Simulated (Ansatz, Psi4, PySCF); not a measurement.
CaF2 (SMILES [F][Ca][F]), singlet, geometry from GFN2-xTB (such geometries of metal compounds can be far from the true shape). Base run: WB97M-V/def2-SVP run with PySCF.

PySCF was given this input:
```python
from pyscf import gto, scf, dft

mol = gto.M(
    atom='''
Ca    0.48463727   -0.07969732   -0.18176975
F    -0.72534756    1.23563849   -0.79918929
F    -0.35162414   -1.05853334    1.20312207
''',
    basis='def2-svp',
    verbose=4,
)

mf = dft.RKS(mol)
mf.xc = 'wb97m_v'
mf.kernel()
```

The same geometry, method and basis name were run in Ansatz (a program for electronic structure) and Psi4 and PySCF, at each program's defaults and at the settings that a row names. The base is PySCF at its defaults. Differences at the defaults can come from grids, fitting, cores and function types together.

```csv
code and settings,ΔE vs base (µEh),basis functions,E (Eh),SCF cycles,dipole (D)
"PySCF, defaults (exact integrals, its default grid, spherical functions)",0.0,52,-877.08770,9,7.08
"Psi4, defaults (density fitting with its default set, its default grid, spherical functions)",24.1,52,-877.08767,9,7.08
"Ansatz, defaults (factorised integrals, its default grid, spherical functions)",-19.6,52,-877.08772,-,-
"PySCF, density fitting with def2-universal-jkfit",-4.7,52,-877.08770,9,7.08
"PySCF, fine grid",-10.3,52,-877.08771,9,7.08
"Psi4, exact integrals, spherical functions, fine grid",-51.1,52,-877.08775,11,7.08
"Ansatz, high accuracy",-20.3,52,-877.08772,-,-
```
